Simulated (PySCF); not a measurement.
The same groups moved round the core (styrene fluoro+silyl). Gas-phase values, no solvent. One relaxed conformer stands for each flexible species; it need not be the lowest. Strings in code marks are SMILES.

These are PBE0-D3(BJ)/def2-TZVP // PBE0-D3(BJ)/def2-SVP (PySCF) values and carry that method's errors. All candidates: neutral, multiplicity 1. Excitations are Tamm–Dancoff values on a coarser integration grid. The basis has no diffuse functions, so Rydberg states are missing or too high.

The LUMO comes out as -1.62 eV. The brightest of the four lowest singlets (TDA) is 5.09 eV and the T1 excitation (TDA) is 3.00 eV.

Task: Which member has these values?
A. `C=C(F)c1cccc([SiH3])c1` (F–C–C–C torsion 179°)
B. `C=Cc1ccc([SiH3])cc1F` (C–C–C–C torsion 0°)
C. `C=Cc1cc(F)cc([SiH3])c1` (C–C–C–C torsion 1°)
D. `C=C([SiH3])c1cccc(F)c1` (Si–C–C–C torsion 144°)

Result: B, `C=Cc1ccc([SiH3])cc1F` (C–C–C–C torsion 0°). The others give `C=C([SiH3])c1cccc(F)c1` (Si–C–C–C torsion 144°): -1.33 eV, 5.27 eV, 3.37 eV; `C=Cc1cc(F)cc([SiH3])c1` (C–C–C–C torsion 1°): -1.57 eV, 6.01 eV, 3.08 eV; `C=C(F)c1cccc([SiH3])c1` (F–C–C–C torsion 179°): -1.42 eV, 5.96 eV, 3.15 eV
